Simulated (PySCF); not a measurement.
A structure optimised at B3LYP-D3(BJ)/def2-SVP, used in a PySCF frequency run:

```xyz
12

C      2.2808    -0.5804     0.4976
C      1.0503    -0.2275     0.1297
O      0.1921    -0.9100    -0.6925
C     -0.9014     0.0172    -0.6858
C     -2.1803    -0.5919    -0.1755
S     -0.0043     1.1750     0.4686
H      2.8618     0.0578     1.1623
H      2.7095    -1.5147     0.1317
H     -1.0222     0.4712    -1.6831
H     -2.0337    -1.0138     0.8289
H     -2.5034    -1.3941    -0.8592
H     -2.9756     0.1684    -0.1337
```

### Question
Write its SMILES and formula.

### Answer
C=C1O[C@@H](C)S1, C4H6OS

### Question
What are its rotational constants (standard atomic weights)?

### Answer
5.3136, 2.5500, 1.8857 GHz
